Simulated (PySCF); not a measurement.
# Cl⁺: ionisation energy

Cl⁺ [Ne] 3s2 3p4 (3P) → Cl²⁺ [Ne] 3s2 3p3 (4S), as a difference of total energies. Computed with PySCF 2.14 in 6-31G* (4s3p1d, 18 functions), with the non-relativistic Hamiltonian (point nucleus). Correlated levels: valence: [Ne] frozen. The calculations carry no spin-orbit coupling.

```
           method  ionisation energy (eV)
              UHF                  22.497
             BP86                  23.978
    MP2 (valence)                  22.863
   CCSD (valence)                  22.859
CCSD(T) (valence)                  22.869
```

Estimate what M06-2X gives.

23.817 eV, closest to BP86 among the rows shown.

Estimate what SCS-MP2 (valence) gives.

22.888 eV, closest to CCSD(T) (valence) among the rows shown.

Errors of the correlated levels include the incompleteness of this basis and the frozen core.

For comparison: 23.771 eV (measured; NIST levels, between the centres of gravity of the two terms).
